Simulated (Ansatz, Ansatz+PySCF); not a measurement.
```xyz
8

C     0.0000    0.0000    0.0000
H     1.0903    0.0000    0.0000
H    -0.5452    0.9443    0.0000
H    -0.5452   -0.9443    0.0000
C    30.0000    0.0000    0.0000
H    29.8967   -0.9660   -0.4950
H    30.2784    0.8817   -0.5779
H    29.8250    0.0843    1.0729
```

Basis set: STO-3G (spherical functions). Left uncorrelated: 2 orbitals. Charge 0, multiplicity 1.

Computed with Ansatz (development build ahead of 0.2.0); each method stands on the lowest determinant of its kind that the runs found.

The atomization energy at this shape (free ground-state atoms in the same class of orbitals less the molecule, no zero-point energy) of singlet C₂H₆ in separate pieces:

```
     method  atomization energy
UHF-CCSD(T)            28.12 eV
    UHF-MP2            27.59 eV
        RHF            16.86 eV
```

(1) What does UHF give?

## Answers

(1) 26.02 eV. Caution for UHF-CCSD(T), UHF-MP2: bonds are stretched, where a single reference can fail. Caution for UHF-CCSD(T): the program doubts this total. Caution for UHF-CCSD(T), UHF-MP2, UHF: the unrestricted determinant is a mixture of spin states. Caution for RHF: an unrestricted determinant lies well below.

This basis has no polarisation functions and is too small for such energies, which can lie far from measured ones in either direction.
